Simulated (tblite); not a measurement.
Species: C₅H₁₂OS.
Numbering: `[CH3:1][CH2:2][C@@H:3]([CH3:4])[S@@:5]([CH3:6])=[O:7]` (hydrogens: H8, H9, H10 on C1; H11, H12 on C2; H13 on C3; H14, H15, H16 on C4; H17, H18, H19 on C6)

Computed with GFN2-xTB (tblite), gas phase: nudged elastic band of 9 images (0 to 8), spring 0.2 eV/Å², climbing image at the end, force threshold 0.05 eV/Å. No saddle search or frequency run followed, so the top image need not be a first-order saddle, and its height can exceed the method's true barrier by a kcal/mol or more.

The band describes a rotation about C3–S5 (sp3 carbon bound to sulfur, sulfinyl sulfur), followed by the dihedral C4–C3–S5–C6, from the optimised start (-72°) to a second optimised geometry at 62°.

Task: How does the energy change from image to image?

Result: 
| image | dihedral (°) | E (kJ/mol) | C3–S5 (Å) | C4···C6 (Å) | largest true force (eV/Å) |
| --- | --- | --- | --- | --- | --- |
| 0 | -72 | 0.00 | 1.879 | 3.24 | 0.01 |
| 1 | -57 | 0.52 | 1.876 | 3.09 | 0.05 |
| 2 | -40 | 3.86 | 1.882 | 3.00 | 0.06 |
| 3 | -22 | 10.08 | 1.894 | 2.96 | 0.05 |
| 4 | -2 | 16.17 | 1.904 | 2.95 | 0.03 |
| 5 | 18 | 17.40 | 1.903 | 2.96 | 0.03 |
| 6 | 39 | 13.23 | 1.891 | 3.00 | 0.04 |
| 7 | 55 | 9.99 | 1.882 | 3.09 | 0.04 |
| 8 | 62 | 8.69 | 1.880 | 3.14 | 0.01 |

Barriers of this band. The top is image 5 at 18°: 17.40 kJ/mol forward and 8.71 kJ/mol back; the end lies 8.69 kJ/mol above the start. The central bond is 0.024 Å longer at the top than at the start.

Other torsions move too; by image: C1–C2–C3–C4 (175, 174, 172, 168, 164, 160, 158, 160, 162°).

Task: What rate follows at 298 K for crossing this barrier forward?

Result: Taking the electronic barrier for the free energy of activation (no zero-point or entropy terms, transmission 1), rate = (kT/h)·exp(−ΔE/kT) ≈ 6 × 10^9 s⁻¹, whose inverse is 2 × 10^-10 s. An error of 1 kcal/mol in the barrier changes this by a factor of 5, and the method and the loose band can each miss by that much or more.

Task: How would the two end points share their population at 298 K, from these energies alone?

Result: exp(−ΔE/kT) with ΔE = 0.090 eV gives 0.03 for the higher one (end) against 1 for the lower, without vibrational, rotational or degeneracy terms.

Task: How long is the path, and how are the images spaced?

Result: Cartesian distances between aligned neighbours (all atoms, Å): 0.88, 0.90, 0.92, 0.93, 0.92, 1.04, 0.92, 0.61; the sum is 7.13 Å, and the top lies 64 % of the way along.

The cost below is that of the whole band run. On an Arm Neoverse V1 with one thread, shared host with 32 logical CPUs at a one-minute load of 8.6, this took 5.3 s and 0.19 GiB of memory at its peak.
